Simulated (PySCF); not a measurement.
Species: `C=C[Si@H]1[SiH2][C@H](C)[SiH2]1`. The columns A, B, C and D hold Mulliken, IAO, Hirshfeld and ESP-fitted charges (e) of one PBE0/pcSseg-1 density (PySCF), in a shuffled order. Coordinates in Å (GFN2-xTB); the density's dipole moment is (-0.26, 0.31, 0.32) D.

```tsv
atom	x	y	z	A	B	C	D
C1	-3.083	1.107	0.377	-0.087	-0.153	-0.402	-0.280
C2	-2.882	0.033	-0.371	-0.140	-0.467	-0.173	-0.395
Si3	-1.180	-0.565	-0.918	+0.177	+0.148	+0.076	+0.311
Si4	0.517	1.041	-1.101	+0.237	+0.426	+0.216	+0.430
C5	1.454	0.098	0.319	-0.191	-0.861	+0.082	-0.618
C6	2.852	-0.365	-0.079	-0.122	-0.216	-0.449	-0.398
Si7	0.251	-1.363	0.763	+0.234	+0.457	+0.170	+0.435
H8	-2.263	1.728	0.704	+0.042	+0.126	+0.171	+0.140
H9	-4.065	1.423	0.698	+0.049	+0.121	+0.179	+0.151
H10	-3.743	-0.552	-0.672	+0.044	+0.128	+0.151	+0.155
H11	-1.456	-1.446	-2.072	-0.078	-0.026	-0.060	-0.087
H12	0.273	2.446	-0.742	-0.076	-0.051	-0.085	-0.100
H13	1.345	1.102	-2.313	-0.075	-0.050	-0.077	-0.099
H14	1.574	0.756	1.186	+0.031	+0.171	+0.008	+0.149
H15	2.807	-1.032	-0.938	+0.035	+0.114	+0.106	+0.132
H16	3.335	-0.901	0.738	+0.037	+0.120	+0.116	+0.138
H17	3.484	0.482	-0.345	+0.037	+0.119	+0.112	+0.137
H18	-0.152	-1.321	2.176	-0.077	-0.050	-0.073	-0.098
H19	0.922	-2.659	0.595	-0.077	-0.058	-0.070	-0.103
```

**Question.** Which column most likely holds the ESP-fitted charges?

**Answer.** C. Σ q r misses the density's dipole by 0.04 D (C), 0.69 D (A), 1.32 D (D), 1.54 D (B). Charges fitted to the outside potential are the only set here that is tied to the molecule's multipoles.

**Question.** And the Hirshfeld charges?

**Answer.** A. The mean sizes are 0.097 e (A), 0.146 e (C), 0.203 e (B), 0.229 e (D), and Hirshfeld charges are commonly the smallest of these schemes.

As computed, A = Hirshfeld, B = Mulliken, C = ESP-fitted, D = IAO. Hydrogens on carbon: Hirshfeld +0.03 to +0.05, Mulliken +0.11 to +0.17, ESP-fitted +0.01 to +0.18, IAO +0.13 to +0.15 e.

The Mulliken scheme gives each basis function's population to the atom it is centred on and halves the overlap population of two atoms between them. The Hirshfeld scheme divides the density at each point in proportion to the densities of the neutral, spherically averaged free atoms.

Isolated species at its GFN2-xTB geometry (one conformer only).

Shape of the structure used: `[CH2:1]=[CH:2][Si@H:3]1[SiH2:4][C@H:5]([CH3:6])[SiH2:7]1`: C1–C2–Si3–Si4 -27°.
